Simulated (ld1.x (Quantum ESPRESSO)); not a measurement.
What one change does to a pseudopotential (tantalum, ultrasoft)

Ta (Z = 73), ultrasoft, made with ld1.x (Quantum ESPRESSO) 7.5 (PBE, fully relativistic). Core [Kr] 4d10 4f14, reference 5s2 5p6 5d3 6s1 6p1. Waves: 5s (bound): rcut 1.40, rcutus 1.70 bohr; 6s (bound): rcut 1.40, rcutus 1.70 bohr; 5p (bound): rcut 1.90, rcutus 2.45 bohr; 6p (bound): rcut 1.90, rcutus 2.45 bohr; 5d (bound): rcut 1.90, rcutus 2.15 bohr; 5d channel at 3.5 Ry: rcut 1.90, rcutus 2.15 bohr. Local part: all-electron potential smoothed inside 2.35 bohr (lloc = -2). Core correction: none. Augmentation charge: PSQ, inside the norm-conserving radii.

Open shells are filled in proportion to 2j + 1 (rel_dist='average').

Change: reference 5s2 5p6 5d3 6s1.5 6p0.5.

Cutoffs: the cutoffs (Ry, on a coarse ladder) from which the occupation-weighted sum of valence levels, in a spherical-Bessel basis at the reference potential, stays within 10 and 1 mRy of its value at 400 Ry; they do not see the model core or the augmentation charge, which bear on the density cutoff. Errors are all-electron minus pseudo energies relative to the spin-unpolarised reference configuration.

Question: What does the change do?

Answer: The potential gets neither clearly harder nor softer (25 Ry and 40 Ry → 25 Ry and 40 Ry); the p channel sets the loose cutoff, while the largest relative change is in s, which becomes softer; the number of tests that count goes from 6 to 3 (the test run of the changed file stopped, so its transferability is not established); neither file shows a bound ghost at the reference potential, the only one tested.

```tsv
quantity	base	changed
cutoff, loose	25 Ry	25 Ry
cutoff, tight	40 Ry	40 Ry
loose cutoff by channel (10 mRy a level)	s 21 Ry, p 21 Ry, d 18 Ry	s 18 Ry, p 21 Ry, d 18 Ry
bound ghosts	none	none
tests counted (converged, no solver errors)	6 of 7	3 of 7 (the test run stopped)
s: phases at 2.66 bohr within 0.05 rad from the reference energy up to (Ry; the scan ends near 5)	to the end of the scan	to the end of the scan
p1/2: phases at 2.66 bohr within 0.05 rad from the reference energy up to (Ry; the scan ends near 5)	to the end of the scan	to the end of the scan
p3/2: phases at 2.66 bohr within 0.05 rad from the reference energy up to (Ry; the scan ends near 5)	to the end of the scan	to the end of the scan
d3/2: phases at 2.66 bohr within 0.05 rad from the reference energy up to (Ry; the scan ends near 5)	to the end of the scan	to the end of the scan
d5/2: phases at 2.66 bohr within 0.05 rad from the reference energy up to (Ry; the scan ends near 5)	to the end of the scan	to the end of the scan
lowest overlap eigenvalue by channel	s 0.17, p1/2 0.77, p3/2 0.08, d3/2 0.24, d5/2 0.25	s 0.17, p1/2 0.78, p3/2 0.08, d3/2 0.24, d5/2 0.26
```

Base: Tests not counted: 5s2 5p6 5d2 6s2 6p0 (pseudo-atom not self-consistent, printed error -8.0 meV). Changed file: Tests not counted: 5s2 5p6 5d2 6s2 6p0 (pseudo-atom not self-consistent, printed error +3.4 meV).
